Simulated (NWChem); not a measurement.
System: C$_{2}$H$_{5}$B; SMILES BC=C

The following NWChem deck was run.

```
start job
memory heap 200 mb stack 900 mb global 1100 mb
geometry units angstroms noautosym nocenter noautoz
  B      0.187413     1.350834     0.000235
  H      1.397697     1.405511    -0.004864
  H     -0.448713     2.379842     0.007070
  C     -0.498121    -0.030313    -0.001211
  C      0.230400    -1.163108     0.000248
  H     -1.591134    -0.127088    -0.001473
  H     -0.221050    -2.162482     0.001661
  H      1.325724    -1.124868     0.000535
end
basis spherical
  * library pcsseg-1
end
dft
  xc kt2
  iterations 150
end
property
  shielding
  efieldgrad
end
task dft property
```

Parts of the log:

```
             Northwest Computational Chemistry Package (NWChem) 7.3.0
             --------------------------------------------------------

                             Geometry "geometry" -> ""
                             -------------------------

 Output coordinates in angstroms (scale by  1.889725989 to convert to a.u.)

  No.       Tag          Charge          X              Y              Z
 ---- ---------------- ---------- -------------- -------------- --------------
    1 B                    5.0000     0.18741300     1.35083400     0.00023500
    2 H                    1.0000     1.39769700     1.40551100    -0.00486400
    3 H                    1.0000    -0.44871300     2.37984200     0.00707000
    4 C                    6.0000    -0.49812100    -0.03031300    -0.00121100
    5 C                    6.0000     0.23040000    -1.16310800     0.00024800
    6 H                    1.0000    -1.59113400    -0.12708800    -0.00147300
    7 H                    1.0000    -0.22105000    -2.16248200     0.00166100
    8 H                    1.0000     1.32572400    -1.12486800     0.00053500

 Effective nuclear repulsion energy (a.u.)      57.6863565337

                              NWChem Property Module
                              ----------------------

  itol2e modified to match energy
  convergence criterion.

                                 NWChem DFT Module
                                 -----------------

 Summary of "ao basis" -> "ao basis" (spherical)
 ------------------------------------------------------------------------------
       Tag                 Description            Shells   Functions and Types
 ---------------- ------------------------------  ------  ---------------------
 B                          pcsseg-1                 7       17   3s3p1d
 H                          pcsseg-1                 3        5   2s1p
 C                          pcsseg-1                 7       17   3s3p1d

  itol2e modified to match energy
  convergence criterion.

[...]

          -----------------------------------------
          Chemical Shielding Tensors (GIAO, in ppm)
          -----------------------------------------

                                NWChem CPHF Module
                                ------------------

  scftype          =     RHF
  nclosed          =       11
  nopen            =        0
  variables        =      715
  # of vectors     =        3
  tolerance        = 0.10D-03
  level shift      = 0.00D+00
  max iterations   =       50
  max subspace     =       30

 SCF residual:    8.6786895497230346E-006

Iterative solution of linear equations
  No. of variables      715
  No. of equations        3
  Maximum subspace       30
        Iterations       50
       Convergence  1.0D-04

   iter   nsub   residual    time
   ----  ------  --------  ---------
     1      3    9.28D-06      22.0

      Atom:    1  B
        Diamagnetic
    194.2384      5.9606     -0.0072
      5.9606    203.9417      0.0174
     -0.0072      0.0174    187.2786

        Paramagnetic
   -206.1311    -12.9546      0.5965
    -12.9546   -218.5418     -0.5823
      0.5965     -0.5823    -67.1721

        Total Shielding Tensor
    -11.8927     -6.9940      0.5892
     -6.9940    -14.6001     -0.5649
      0.5892     -0.5649    120.1065

           isotropic =      31.2046
          anisotropy =     133.3608

          Principal Components and Axis System
                 1           2           3
              120.1118    -20.3702     -6.1278

      1         0.0047      0.6364      0.7714
      2        -0.0044      0.7714     -0.6364
      3         1.0000      0.0004     -0.0064

      Atom:    2  H
        Diamagnetic
     35.3791      3.4697     -0.0373
      3.4697     27.4527     -0.0131
     -0.0373     -0.0131     24.3417

        Paramagnetic
    -16.1554     -3.2024      0.0738
     -3.2024     -0.4610      0.0021
      0.0738      0.0021      3.3475

        Total Shielding Tensor
     19.2237      0.2674      0.0365
      0.2674     26.9918     -0.0110
      0.0365     -0.0110     27.6891

           isotropic =      24.6349
          anisotropy =       4.5818

          Principal Components and Axis System
                 1           2           3
               27.6894     27.0008     19.2144

      1         0.0039      0.0344      0.9994
      2        -0.0142      0.9993     -0.0344
      3         0.9999      0.0141     -0.0043

      Atom:    3  H
        Diamagnetic
     26.5930     -3.5739     -0.0200
     -3.5739     35.3490      0.0518
     -0.0200      0.0518     24.9048

        Paramagnetic
     -1.9760      6.3287      0.0490
      6.3287    -13.8270     -0.0908
      0.0490     -0.0908      2.0644

        Total Shielding Tensor
     24.6170      2.7548      0.0290
      2.7548     21.5220     -0.0390
      0.0290     -0.0390     26.9692

           isotropic =      24.3694
          anisotropy =       3.9003

          Principal Components and Axis System
                 1           2           3
               26.9696     26.2292     19.9095

      1         0.0096      0.8630     -0.5051
      2        -0.0023      0.5051      0.8630
      3         1.0000     -0.0072      0.0068

      Atom:    4  C
        Diamagnetic
    258.9697     -3.0390      0.0114
     -3.0390    268.7541     -0.0095
      0.0114     -0.0095    243.8019

        Paramagnetic
   -332.3552    -15.3801     -0.0290
    -15.3801   -253.8031      0.0974
     -0.0290      0.0974    -66.1849

[...]
```

Level: KT2/pcSseg-1, GIAO. Coordinates come from a PBE0/def2-SVP optimisation. NWChem prints the field gradient with the sign opposite to the second derivative of the potential. The printed shielding anisotropy is the first printed principal value minus the mean of the other two.
